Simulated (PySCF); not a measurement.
GeI, SMILES [Ge][I] (connectivity only; charge and spin as stated), charge +1, multiplicity 1.

Coordinates come from a B3LYP-D3(BJ)/def2-TZVP optimisation. The spin state was assumed, not searched. The def2 effective core potentials stand for the cores of I; spin–orbit coupling is left out.

Vertical ionisation energy (IE) and electron affinity (EA) in eV. Rows of orbital energies are one-electron estimates. Where ΔSCF, EOM or ADC give a negative EA the extra electron is unbound and the value depends on the basis.

```tsv
level	IE	EA
−ε(HOMO), −ε(LUMO), HF/def2-TZVPD (PySCF)	16.35	6.08
−ε(HOMO), −ε(LUMO), B3LYP/def2-TZVPD (PySCF)	___	___
```

Problem. Complete the blanks. (The exact figures need the calculation; the answer reports its results.)

Solution. 
- −ε(HOMO), −ε(LUMO), B3LYP/def2-TZVPD (PySCF), IE: 13.93
- −ε(HOMO), −ε(LUMO), B3LYP/def2-TZVPD (PySCF), EA: 9.31
